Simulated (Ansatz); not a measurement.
`[BH2][Al]([NH2])[SiH3]` + `CC(O)F` → `[NH2][AlH][SiH3]` + `BOC(C)F`  (formal exchange of groups at the Al–B bond)

Isolated molecules relaxed with PBE0-D4/def2-TZVP in Ansatz; ΔE leaves out vibrations. CBS: MP2 limit from def2 TZ/QZ plus the TZ coupled-cluster correction, frozen cores. DFT in def2-TZVPP. Each species was taken in one conformer, which may not be the lowest.

`[BH2][Al]([NH2])[SiH3]`:

```xyz
11

B    -1.895   -0.474   -1.289
Al   -0.083   -0.373   -0.185
N     1.000   -1.771   -0.055
Si    0.669    1.655    0.996
H    -1.965   -0.184   -2.451
H    -2.944   -0.771   -0.788
H     1.867   -1.767    0.459
H     0.851   -2.676   -0.473
H    -0.321    2.100    2.021
H     0.853    2.805    0.062
H     1.969    1.456    1.703
```

`CC(O)F`:

Cartesian coordinates in Å:
```
C -0.643 0.277 -0.750
C 0.455 -0.014 0.228
O -0.084 -0.585 1.358
F 1.358 -0.899 -0.350
H -1.189 -0.643 -0.964
H -1.333 1.010 -0.329
H -0.223 0.671 -1.676
H 1.048 0.879 0.469
H 0.611 -0.695 2.014
```

`[NH2][AlH][SiH3]`:

Z-matrix (Å, degrees):
```
Si
Al 1 2.451
H 1 1.492 2 111.6
H 1 1.492 2 112.2 3 -120.3
H 1 1.492 2 111.6 3 119.3
N 2 1.768 1 117.7 3 120.1
H 2 1.587 1 125.1 3 -59.9
H 6 1.008 2 125.0 1 -180.0
H 6 1.007 2 124.8 1 0.0
```

`BOC(C)F`:

Z-matrix (Å, degrees):
```
C
O 1 1.398
F 1 1.372 2 107.2
C 1 1.500 2 110.2 3 -119.0
H 1 1.096 2 109.8 3 115.6
B 2 1.348 1 121.4 3 -99.8
H 4 1.091 1 109.5 2 56.6
H 4 1.090 1 109.9 2 176.7
H 4 1.091 1 110.0 2 -63.2
H 6 1.194 2 116.8 1 178.0
H 6 1.201 2 119.9 1 -2.9
```

```csv
level,ΔE (kJ/mol)
PBE-D4,-162.3
ωB97X-V,-169.1
```

(1) What does CCSD(T)/CBS give? (Best estimate.)

Largest T1 diagnostic among the species: 0.013.

Results:

(1) Ansatz gave: -168.0 kJ/mol. The listed levels differ from it by 5.7, -1.1 kJ/mol.

CCSD(T)/CBS has its own doubt, a few kJ/mol and more with outer-core shells, so smaller differences from it don't rank the levels.
